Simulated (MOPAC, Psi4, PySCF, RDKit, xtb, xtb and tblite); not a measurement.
Internal rotation in SMILES Oc1ccc(O[SiH3])s1. Scanned: dihedral H9–O1–C2–S8; all other coordinates were relaxed at GFN2-xTB. Points at φ and −φ are mirror images.

Geometry of the scan point at -120° (Å):
```
14

O      3.1795     1.0643    -0.2140
C      2.0607     0.2990    -0.2558
C      1.1597     0.1441    -1.2567
C      0.1168    -0.7572    -0.9331
C      0.2285    -1.2729     0.3187
O     -0.5873    -2.1482     0.8887
Si    -0.5424    -2.8811     2.3492
S      1.6266    -0.6438     1.1525
H      2.9722     1.9960    -0.3533
H      1.2390     0.6440    -2.2053
H     -0.6788    -1.0203    -1.6048
H     -1.7586    -3.6617     2.2042
H     -0.5883    -1.8780     3.4130
H      0.6788    -3.6753     2.4770
```

- GFN2-xTB (xtb and tblite)
- MMFF94 // GFN2-xTB (RDKit)
- PBE0/def2-SVP // GFN2-xTB (Psi4)
- PBE0-D3(BJ)/def2-SVP // GFN2-xTB (Psi4)
- PBE/def2-SVP // GFN2-xTB (Psi4)
- PBE-D3(BJ)/def2-SVP // GFN2-xTB (Psi4)
- UFF // GFN2-xTB (RDKit)
- AM1, restricted, heats of formation // GFN2-xTB (MOPAC)
- PM6, restricted, heats of formation // GFN2-xTB (MOPAC)
- GFN1-xTB // GFN2-xTB (xtb)
- RKS-B3LYP/6-31G* = restricted B3LYP/6-31G*, spherical d, density fitting // GFN2-xTB (PySCF 2.14.0)
- RKS-B3LYP/LANL2DZ = restricted B3LYP/LANL2DZ, with its core potentials past Ne // GFN2-xTB run with PySCF
- RKS-BP86/6-31G* = restricted BP86/6-31G*, spherical d, density fitting // GFN2-xTB (PySCF)
- RKS-M06-2X/6-31G* = restricted M06-2X/6-31G*, spherical d, density fitting // GFN2-xTB run with PySCF 2.14.0

Least-squares fit of E(φ) = a0 + Σ (a_n cos nφ + b_n sin nφ), n = 1 to 4, to the 12 scan points, in kJ/mol above the lowest point of each profile (levels whose profile four harmonics don't fit are not listed):

| method | a0 | a1 | b1 | a2 | b2 | a3 | b3 | a4 | b4 | rms of fit |
|---|---|---|---|---|---|---|---|---|---|---|
| GFN2-xTB | 6.63 | -3.13 | 0.00 | -4.41 | 0.00 | 0.86 | 0.00 | 0.08 | 0.00 | 0.01 |
| MMFF94 | 19.51 | -4.36 | 0.00 | -15.21 | 0.00 | -0.30 | 0.00 | 0.38 | 0.00 | 0.01 |
| PBE0/def2-SVP | 2.28 | 1.07 | 0.00 | -0.29 | 0.00 | 0.92 | 0.00 | 0.03 | 0.00 | 0.02 |
| PBE0-D3(BJ)/def2-SVP | 2.26 | 1.05 | 0.00 | -0.30 | 0.00 | 0.92 | 0.00 | 0.03 | 0.00 | 0.02 |
| PBE/def2-SVP | 2.16 | 0.56 | 0.00 | -0.72 | 0.00 | 0.96 | 0.00 | 0.10 | 0.00 | 0.02 |
| PBE-D3(BJ)/def2-SVP | 2.15 | 0.53 | 0.00 | -0.74 | 0.00 | 0.96 | 0.00 | 0.10 | 0.00 | 0.02 |
| UFF | 19.70 | -3.52 | 0.00 | -16.88 | 0.00 | -0.17 | 0.00 | 0.81 | 0.00 | 0.03 |
| AM1 | 7.21 | 6.04 | 0.00 | -0.47 | 0.00 | 0.66 | 0.00 | -0.05 | 0.00 | 0.04 |
| PM6 | 4.17 | 1.47 | 0.00 | -1.97 | 0.00 | 0.87 | 0.00 | 0.10 | 0.00 | 0.02 |
| GFN1-xTB | 5.40 | -2.03 | 0.00 | -3.99 | 0.00 | 0.63 | 0.00 | 0.02 | 0.00 | 0.01 |
| RKS-B3LYP/6-31G* | 1.65 | 0.98 | 0.00 | 0.47 | 0.00 | 1.16 | 0.00 | 0.04 | 0.00 | 0.02 |
| RKS-B3LYP/LANL2DZ | 2.33 | 1.96 | 0.00 | 2.35 | 0.00 | 1.17 | 0.00 | 0.01 | 0.00 | 0.01 |
| RKS-BP86/6-31G* | 1.22 | 0.42 | 0.00 | 0.30 | 0.00 | 1.16 | 0.00 | 0.09 | 0.00 | 0.02 |
| RKS-M06-2X/6-31G* | 1.93 | 1.49 | 0.00 | 0.68 | 0.00 | 1.08 | 0.00 | 0.00 | 0.00 | 0.04 |

MMFF94 has few fitted parameters for silicon.
